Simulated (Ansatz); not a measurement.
Frontier orbitals of ClH₆NSi₂ (`[SiH3]N[SiH2]Cl`).

The species carries charge 0 and has multiplicity 1. All single points use the PBE0-D4/def2-TZVP geometry. It is one conformer, not always the lowest. Basis def2-TZVPP, Ansatz.

```csv
functional,HOMO (eV),LUMO (eV),gap (eV)
LDA (SPW92),-6.80,-1.18,5.62
PBE,-6.68,-0.94,5.74
BLYP,-6.54,-0.81,5.73
PBE0,-8.03,-0.10,7.93
B3LYP,-7.78,-0.31,7.47
HSE06 (plane-wave form),-7.63,-0.47,7.16
LC-ωPBE,-10.78,2.04,12.82
ωB97M-V,-10.31,1.52,11.83
```

A quarter of exact exchange (PBE0) shifts PBE's HOMO by −1.34 eV and its LUMO by +0.84 eV; full exchange at long range (ωB97M-V) shifts them by −3.62 and +2.46 eV. The gap opens from 5.74 to 11.82 eV, since occupied levels lose self-interaction and empty ones feel all the electrons. A positive LUMO is unbound and depends on the basis.

B3LYP here is the variant with VWN-RPA as its local correlation; programs differ in this. LC-ωPBE has ω = 0.4 bohr⁻¹.
